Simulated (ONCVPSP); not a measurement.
## Ir: one change to an ONCV potential, before and after

```json
{
  "Element": "iridium (Ir)",
  "Generator": "ONCVPSP 4.0.1",
  "Type": "optimised norm-conserving Vanderbilt (ONCV)",
  "Functional": "PBE",
  "Relativity": "fully relativistic",
  "Frozen core": "[Xe] 4f14",
  "Valence charge": "9",
  "Reference configuration": "5d7 6s0.5 (charge +1.5)",
  "Partial waves": "6s: rc 2.45 bohr, ncon 4, nbas 8, qcut 2.4 1/bohr, 3 projectors, debl 2.8 Ha; p scattering state at 0.14 Ha: rc 2.20 bohr, ncon 4, nbas 8, qcut 4 1/bohr, 2 projectors, debl 4 Ha; 5d: rc 2.25 bohr, ncon 4, nbas 8, qcut 6.9 1/bohr, 3 projectors, debl 2.2 Ha",
  "Local potential": "polynomial inside 1.50 bohr (lpopt 3, dvloc0 -1 Ha)",
  "Core correction": "Teter function, fcfact 5.5, rcfact 1.55"
}
```

Open shells are filled in proportion to 2j + 1.

In the p channel the program set the typed energies aside and used 0.050, 4.050 Ha (j = l + 1/2; the other j can differ).

Change: local potential polynomial inside 1.50 bohr (lpopt 5, dvloc0 -1 Ha).

Cutoffs: the cutoffs (Ha) at which the residual kinetic energy of the hardest occupied pseudo-wave falls to 1 and 0.1 mHa per electron; they do not see the model core or the augmentation charge, which bear on the density cutoff. Errors are all-electron minus pseudo energies relative to the spin-unpolarised reference configuration.

Question: How do hardness, ghosts and transferability respond?

Answer: The potential gets neither clearly harder nor softer (16 Ha and 27 Ha → 16 Ha and 27 Ha); the lowest positive-energy flag moves from p3/2 at 73.2 eV to s at 32.0 eV; the errors of the 4 common tests hardly move; the range in which the s phases agree widens (upper end 2.9 → at the end of the scan); the range in which the p1/2 phases agree narrows (upper end 2.5 → 1.4); neither file shows a bound ghost.

| quantity | base | changed |
| --- | --- | --- |
| cutoff, loose | 16 Ha | 16 Ha |
| cutoff, tight | 27 Ha | 27 Ha |
| bound ghosts | none | none |
| GHOST(+) flags under 300 eV | p3/2 at 73.2 eV, p1/2 at 78.2 eV, s at 80.0 eV | s at 32.0 eV, p3/2 at 45.0 eV, p1/2 at 46.9 eV, d3/2 at 123.0 eV |
| error for 5d7 6s2, meV [ΔE -17.64 eV] | -138 | -138 |
| error for 5d7 6s1, meV [ΔE -7.75 eV] | -21 | -21 |
| error for 5d7 6s0, meV [ΔE 9.73 eV] | -27 | -27 |
| error for 5d8 6s1, meV [ΔE -17.98 eV] | -109 | -109 |
| s: phases at 2.49 bohr within 0.05 rad from the reference energy up to (Ha; the scan ends near 5) | 2.9 | to the end of the scan |
| p3/2: phases at 2.23 bohr within 0.05 rad from the reference energy up to (Ha; the scan ends near 5) | 2.2 | 1.2 |
| p1/2: phases at 2.23 bohr within 0.05 rad from the reference energy up to (Ha; the scan ends near 5) | 2.5 | 1.4 |
| d5/2: phases at 2.29 bohr within 0.05 rad from the reference energy up to (Ha; the scan ends near 5) | to the end of the scan | to the end of the scan |
| d3/2: phases at 2.29 bohr within 0.05 rad from the reference energy up to (Ha; the scan ends near 5) | to the end of the scan | 4.5 |
| rms error of d²Exc/dni dnj with the model core, mHa | 0.80 | 0.80 |
